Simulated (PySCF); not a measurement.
**Ionisation energy of Se by level of theory**

Se [Ar] 3d10 4s2 4p4 (3P) → Se⁺ [Ar] 3d10 4s2 4p3 (4S), as a difference of total energies. Computed with PySCF 2.14 in aug-cc-pVTZ-PP with ECP10MDF (6s5p4d2f, 55 functions), with a scalar-relativistic core potential. Correlated levels: valence: 3s2 3p6 3d10 frozen. The calculations carry no spin-orbit coupling.

```csv
method,ionisation energy (eV),error (eV)
UHF,8.544,-1.091
LDA,9.845,+0.210
PBE,9.603,-0.032
PBE0,9.598,-0.037
r2SCAN,9.649,+0.014
BP86,9.797,+0.162
wB97M-V,9.596,-0.039
BLYP,9.635,0.000
M06-2X,9.507,-0.128
MP2 (valence),9.246,-0.389
SCS-MP2 (valence),9.313,-0.322
```

Reference: 9.635 eV (measured; NIST levels, between the centres of gravity of the two terms).

Errors of the correlated levels include the incompleteness of this basis and the frozen core.
